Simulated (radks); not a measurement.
Problem. These are the eigenvalues of the occupied orbitals of an atom or ion with whole-number occupations (hartree). Method: scalar-relativistic Kohn-Sham, r2SCAN, spin-polarised, spherical densities, finite nucleus; meta-GGA in the generalised Kohn-Sham scheme; Fermi nuclear charge, rms radius of each element as measured or else 0.836 A^(1/3) + 0.57 fm; computed with a radial shooting solver on a logarithmic mesh with Libxc functionals.

1s up: -2523.914
1s down: -2523.914
2s up: -472.6995
2s down: -472.4185
2p up: -419.8199
2p down: -419.5993
3s up: -143.2192
3s down: -143.1560
3p up: -127.4101
3p down: -127.3200
3d up: -109.2039
3d down: -109.0060
4s up: -60.82867
4s down: -60.18844
4p up: -55.07615
4p down: -54.44378
4d up: -47.97319

Which element is it, and in what charge state? The configuration may be excited. Open shells, if any, are filled with parallel spins first.

Solution. Z = 73, tantalum, charge +32: Ta32+ in [Kr] 4d5. The list shows which subshells hold electrons but not how many an open one holds; the 1s level, -2523.9 hartree, gives Z - s = 71.0 by -(Z - s)^2/2, which with screening and relativity narrows Z to a few neighbours, and the depths of the outer levels then fix element, charge and occupations together.
